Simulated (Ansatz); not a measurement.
Consider the homolysis of the Cl–Sn bond: `[SH][Sn]([SH])([SH])[Cl]` → Cl• + `[SH][Sn]([SH])[SH]`•.

Program: Ansatz. Geometries: PBE0-D4/def2-TZVP. ΔE: electronic, gas phase. CCSD(T)/CBS adds triple-zeta CCSD(T) − MP2 to the extrapolated MP2 energy (def2 sets, frozen cores). This one scheme is used for every species, atoms too. Functionals use def2-TZVPP. B3LYP here is the variant with VWN-RPA as its local correlation; programs differ in this. Open shells (•) are unrestricted, without spin–orbit coupling. Spin–orbit coupling would lower the free atoms: a little for Cl. def2 core potentials past Kr. Bonds to Sn are less sure, by a few kJ/mol each and by 10 to 20 or more in all where they break to atoms, as the def2 sets lack core-valence functions. Each species was taken in one conformer, which may not be the lowest.

```csv
level,ΔE (kcal/mol)
PBE-D4,84.8
B3LYP-D4,81.8
ωB97X-V,90.0
B2PLYP,83.6
PBE,82.9
r2SCAN,84.8
PBE0,84.7
CCSD(T)/def2-TZVPP,86.2
```

What does CCSD(T)/CBS give? (An estimate is asked.)

Ansatz gave: +90.8 kcal/mol. The listed levels differ from it by -6.0, -9.0, -0.8, -7.2, -7.9, -6.0, -6.1, -4.6 kcal/mol.

Largest T1 diagnostic among the species: 0.017.

From PBE to PBE0 (25 % exact exchange), in def2-TZVPP and without D4, ΔE moves by +1.8 kcal/mol. The D4 term adds +3.0 kcal/mol with B3LYP and +1.7 kcal/mol with PBE0; it sums over pairs of atoms, weighted by their polarisabilities, and B3LYP, whose exchange is more repulsive, gets the larger term.

CCSD(T)/CBS has its own doubt, a few kJ/mol and more with outer-core shells, so smaller differences from it don't rank the levels.
